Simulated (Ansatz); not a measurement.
**Ansatz input wanted**

AlClF2: 4 atoms, total charge 0, spin state triplet. As SMILES of the parent species, `[F][Al]([F])[Cl]`. Geometry: relaxed at PBE0-D4/def2-TZVP. That shape belongs to the parent species and isn't relaxed for this state.

```xyz
4

F     0.9972    0.7218    1.1496
Al    0.0693   -0.0508    0.0536
F     0.2735   -1.6538   -0.1647
Cl   -1.3400    0.9828   -1.0386
```

Settings wanted:

```
basis set      : def2-SVPD
core potential : none
task           : energy
method         : DFT
functional     : r2SCAN0
dispersion     : none
reference      : UKS
relativity     : none
accuracy       : high
```

Question: Write the Ansatz 0.2.0 input and the command.

Answer: One that was run (others would do as well):

run.yaml:
```yaml
basis:
  gaussian:
    orbitals: def2-SVPD
crystal:
  periodic: [false, false, false]
  atoms:
    - {symbol: F, position_ang: [0.997200, 0.721760, 1.149640]}
    - {symbol: Al, position_ang: [0.069280, -0.050750, 0.053570]}
    - {symbol: F, position_ang: [0.273490, -1.653820, -0.164660]}
    - {symbol: Cl, position_ang: [-1.339980, 0.982810, -1.038560]}
magnetization:
  spin_polarized: true
  initial_magnetization: 2
accuracy: high
output: {orbitals: {seedname: orbitals}}
hamiltonian:
  xc: {name: r2SCAN0}
```

```bash
$ ansatz run run.yaml --threads 1 --pin off --max-ram 3480MiB --events-out events.jsonl --progress --plain --runs-dir runs
```

Calculated total energy: -901.74061 Eh.
